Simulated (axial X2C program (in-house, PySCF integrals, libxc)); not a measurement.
Potential curves of InH⁻, 2c

Computed with an axial X2C code built on PySCF integrals. Two-component (2c) means X2C with spin–orbit coupling and atomic mean-field two-electron Coulomb and Gaunt terms. Basis: In dyall-acv3z [12s13p10d5f1g], H dyall-av3z [7s3p2d] (cores contracted in-house); Gaussian nuclei, density fitting, unrestricted open shells. Masses: In 114.904 u, H 1.008 u.

State: Ω = 1/2 (⟨Sz⟩ = -0.50, ⟨Lz⟩ = 1.00 at HF). Energies in eV from the fragments at the same level (In + H-). Fits are polynomials in 1 − R0/R over 0.85 to 1.23 times the lowest point R0.

```
 R (Å)      MP2
1.7199  -2.0468
1.7766  -2.1019
1.8333  -2.1272
1.8900  -2.1290
1.9561  -2.1082
2.0223  -2.0688
2.1073  -1.9988
2.2113  -1.8943
```

Correlated methods: 15 electrons correlated (number of frozen shells: In 4 s, 3 p, 1 d; H none), 241 virtual spin orbitals or spinors in MP2.

The state is a single determinant with fixed occupations, the lowest that a limited PBE0 search found. Dissociation energies refer to the lowest single-determinant-based atoms at the same level and basis. MP2 and coupled cluster on one determinant become unreliable at the stretched end.

Fit the MP2 curve near its minimum: give the equilibrium distance, the harmonic wavenumber and the well depth.

At MP2, 2c: Re = 1.866 Å, ωe ≈ 1310 cm⁻¹, De = 2.13 eV to In + H-; Be follows as 4.85 cm⁻¹.
